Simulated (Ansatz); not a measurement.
A structure relaxed at B3LYP/def2-TZVP in Ansatz, charge 1, singlet:

Cartesian coordinates in Å:
```
Li -2.348 -1.044 1.809
Li 0.124 -0.518 3.114
Li -0.014 -0.011 0.064
Na 0.572 2.289 -2.266
Na 1.666 -0.715 -2.721
```

(1) Give its formula.

(2) Summarise the bond lengths by kind (pairs closer than 1.2 times the sum of covalent radii, bridged metal pairs left out).

Results:

(1) the cluster Na2Li3⁺.

(2) 2 × Li–Na 3.33 Å; 1 × Li–Li 2.85 Å; 1 × Na–Na 3.23 Å.

The restricted singlet is unstable towards broken spin symmetry in Hartree–Fock (as tested in another run); at B3LYP/def2-TZVP this wasn't settled. Another isomer (singlet) lies 0.12 eV lower at PBE0/def2-TZVP; other spin states weren't run for this one.
